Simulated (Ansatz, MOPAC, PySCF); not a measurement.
Relaxed torsion scan: ethyl methyl carbonate, SMILES CCOC(=O)OC. Scanned: dihedral C4–O3–C2–C1; all other coordinates were relaxed at B3LYP-D3(BJ)/def2-SVP. Points at φ and −φ are mirror images. Heavy atoms are numbered in the order of the SMILES CCOC(=O)OC, hydrogens after them in the order of the atoms that carry them; the mirror image has the same energies with the sign of each dihedral reversed.

PM7, restricted, heats of formation // B3LYP-D3(BJ)/def2-SVP (MOPAC); PM3, restricted, heats of formation // B3LYP-D3(BJ)/def2-SVP (MOPAC); RKS-LDA (SVWN5)/6-31G* = restricted LDA (SVWN5)/6-31G*, spherical d, density fitting // B3LYP-D3(BJ)/def2-SVP (PySCF); CCSD(T)/cc-pVDZ = CCSD(T) on RHF/cc-pVDZ, frozen core // B3LYP-D3(BJ)/def2-SVP in Ansatz (a quantum-chemistry and plane-wave program).

Energies relative to the lowest point of each profile, in eV; the last columns give the difference from CCSD(T):

| φ / ° | PM7 | PM3 | RKS-LDA (SVWN5)/6-31G* | CCSD(T)/cc-pVDZ | PM7 − CCSD(T)/cc-pVDZ | PM3 − CCSD(T)/cc-pVDZ | RKS-LDA (SVWN5)/6-31G* − CCSD(T)/cc-pVDZ |
|---|---|---|---|---|---|---|---|
| -160 | 0.039 | 0.020 | 0.031 | 0.024 | 0.015 | -0.003 | 0.007 |
| -140 | 0.050 | 0.038 | 0.036 | 0.047 | 0.003 | -0.009 | -0.011 |
| -120 | 0.046 | 0.036 | 0.032 | 0.050 | -0.004 | -0.014 | -0.018 |
| -100 | 0.022 | 0.016 | 0.018 | 0.026 | -0.003 | -0.010 | -0.007 |
| -80 | 0.000 | 0.000 | 0.000 | 0.000 | 0.000 | 0.000 | 0.000 |
| -60 | 0.020 | 0.027 | 0.042 | 0.053 | -0.033 | -0.026 | -0.011 |
| -40 | 0.089 | 0.096 | 0.144 | 0.171 | -0.081 | -0.075 | -0.026 |
| -20 | 0.163 | 0.165 | 0.238 | 0.274 | -0.111 | -0.109 | -0.035 |
| 0 | 0.196 | 0.193 | 0.276 | 0.313 | -0.117 | -0.120 | -0.037 |
| 20 | 0.163 | 0.165 | 0.238 | 0.274 | -0.111 | -0.109 | -0.035 |
| 40 | 0.089 | 0.096 | 0.144 | 0.171 | -0.081 | -0.075 | -0.026 |
| 60 | 0.020 | 0.027 | 0.042 | 0.053 | -0.033 | -0.026 | -0.011 |
| 80 | 0.000 | 0.000 | 0.000 | 0.000 | 0.000 | 0.000 | 0.000 |
| 100 | 0.022 | 0.016 | 0.018 | 0.026 | -0.003 | -0.010 | -0.007 |
| 120 | 0.046 | 0.036 | 0.032 | 0.050 | -0.004 | -0.014 | -0.018 |
| 140 | 0.050 | 0.038 | 0.036 | 0.047 | 0.003 | -0.009 | -0.011 |
| 160 | 0.039 | 0.020 | 0.031 | 0.024 | 0.015 | -0.003 | 0.007 |
| 180 | 0.031 | 0.009 | 0.026 | 0.009 | 0.023 | 0.000 | 0.017 |

PM7 is furthest from CCSD(T)/cc-pVDZ at 0 (-0.117 eV, below); its mean absolute difference over the points is 0.036 eV.

PM3 is furthest from CCSD(T)/cc-pVDZ at 0 (-0.120 eV, below); its mean absolute difference over the points is 0.034 eV.

RKS-LDA (SVWN5)/6-31G* is furthest from CCSD(T)/cc-pVDZ at 0 (-0.037 eV, below); its mean absolute difference over the points is 0.016 eV.
